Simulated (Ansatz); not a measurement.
**Reading a saddle point**

A first-order saddle point of BSiH₇O₃, closed shell, PBE0-D4/def2-TZVP, with one imaginary mode of 1189i cm⁻¹:

```
atom    x (Å)    y (Å)    z (Å)
  B1  -0.4130  -0.2340  -0.6779
  O2   0.8107   0.1702  -1.5670
  O3  -0.6816  -1.5821  -0.5883
  O4  -1.4456   0.6493  -0.9190
  H5   1.0307   0.4505  -0.4779
 Si6   0.5509   0.3204   1.4381
  H7   0.5604   0.9511  -2.0834
  H8   0.0915  -2.1359  -0.4676
  H9  -2.2965   0.2933  -0.6531
 H10  -0.7703   0.2456   2.1250
 H11   1.4051  -0.7558   2.0292
 H12   1.1579   1.6273   1.8422
```

Program: Ansatz 0.2.0. Basis: def2-TZVPP and def2-QZVPP. Cores are frozen in the correlated methods. Extrapolation: Hartree–Fock as exp(−7.88 √X), correlation as X^−2.97.

Problem. Which contacts change along the imaginary mode, and what lies on either side? (Judge from chemistry; the calculation decides.)

Solution. The calculation gives: The step is BH₃O₃ ([OH][B]([OH])[OH]) + SiH₄ → BSiH₅O₂ ([OH][B]([OH])[SiH3]) + H₂O, with the molecules in contact on both sides. Shortening one way: B1–Si6, O2–H5; lengthening the same way: B1–O2, H5–Si6.
| pair | one side (Å) | saddle (Å) | other side (Å) |
| --- | --- | --- | --- |
| B1–Si6 | 4.01 | 2.39 | 2.04 |
| O2–H5 | 4.84 | 1.15 | 0.96 |
| B1–O2 | 1.37 | 1.57 | 3.42 |
| H5–Si6 | 1.48 | 1.98 | 3.55 |

Problem. Which side is lower, and how far does the saddle lie above each? (Judge from chemistry; the value comes from the calculation.)

Solution. Computed: The side with B1–O2, H5–Si6 short is lower by 31.59 kcal/mol; the saddle lies 68.76 kcal/mol above it and 37.17 kcal/mol above the other (CCSD(T) at an estimated basis limit (MP2 extrapolated from triple and quadruple zeta, plus CCSD(T) − MP2 in triple zeta); electronic energies).

No T1 diagnostic of these runs exceeds 0.014.

Labels in which every atom is bracketed show which atoms are joined, not bond orders.

For scale, one of the runs: CCSD(T)/def2-TZVPP, 264 basis functions, launched by `ansatz run in.yaml --threads 8 --pin off --events-out ev --progress --plain --max-ram 19148MiB`. Time: 61 s of wall clock on 8 CPU threads of an Intel Xeon Platinum 8488C; the host was shared. Peak host memory: 6.8 GiB.
